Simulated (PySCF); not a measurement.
Si(Cl)2(Me)(NH2) (CH₅Cl₂NSi), SMILES N[Si](Cl)(Cl)C.

The structure is a stationary point at TPSSh-D3(BJ)/def2-SVP. The structure was generated by enumeration, and PubChem lists no compound with its InChIKey, so it may never have been made. Other conformers were not sampled.

All values below come from HF/def2-TZVP (PySCF).

Isolated molecule, no solvent.

Computed frontier levels, gap, dipole moment and polarisability:
```
Quantity                                                                                                        Value
---------------------------------------------------------------------------------------------  ----------------------
highest occupied level                                                                                      -11.60 eV
lowest empty level                                                                                            3.21 eV
orbital gap                                                                                                  14.82 eV
dipole moment                                                                                                  2.59 D
quadrupole, principal values (traceless, Buckingham form, about the centre of nuclear charge)   -8.82, 1.93, 6.89 D·Å
mean static polarisability                                                                       61.5 bohr³ (9.12 Å³)
polarisability, principal values                                                               57.0, 62.2, 65.4 bohr³
```
